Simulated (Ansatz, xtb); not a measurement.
**Ranking isomers of C3H11OPSi2**

5 gas-phase structures of C3H11OPSi2, from a drawn sample of its isomers (lower ones may exist). Each was relaxed with GFN2-xTB; where two conformers were screened, the lower at r2SCAN-D4/def2-SVP is listed:

A. `C/C=C/[Si@H](P)O[SiH3]`, a singlet
B. `C[C@@H]1C[SiH2]O[Si@@H]1P`, a singlet
C. `P[Si@@H]1CCC[SiH2]O1`, a singlet
D. `C[Si@@H]1CC[Si@H](P)O1`, a singlet
E. `C=C(C)[SiH2]O[SiH2]P`, a singlet

Which do you expect lowest at r2SCAN-D4/def2-SVP, and how would the others follow?

Calculated order at r2SCAN-D4/def2-SVP: D (0.000), C (0.241), B (0.511), A (1.406), E (1.502) eV.

Energies above the lowest of each column, in eV; the last columns are at PBE0-D3(BJ)/def2-SVP geometries and were run for some of them only (a dash: not run or not comparable):

```csv
structure,GFN2-xTB,HF/STO-3G,r2SCAN-D4/def2-SVP,PBE0-D3(BJ)/def2-SVP,CCSD(T)/def2-SVP + ΔMP2/def2-TZVPP
D,0.470,0.000,0.000,0.000,0.000
C,0.000,0.358,0.241,0.214,0.258
B,0.240,0.561,0.511,0.455,0.478
A,0.694,2.785,1.406,–,–
E,0.723,2.909,1.502,–,–
```

CCSD(T)/def2-SVP + ΔMP2/def2-TZVPP puts D lowest of those it was run on; GFN2-xTB picks C. Flexible structures stand in one conformer each, not always the lowest. Frequencies (GFN2-xTB) were run for B, C, D alone. ΔMP2 is the change of the MP2 energy from the smaller to the larger basis.

Over these structures GFN2-xTB departs from r2SCAN-D4/def2-SVP by 0.351 eV on average once a common shift is removed. A GFN2-xTB relaxation took about 0.14 s and the r2SCAN-D4/def2-SVP energy about 2.3 s on a shared host (Ansatz 0.2.0, xtb 6.7.1).
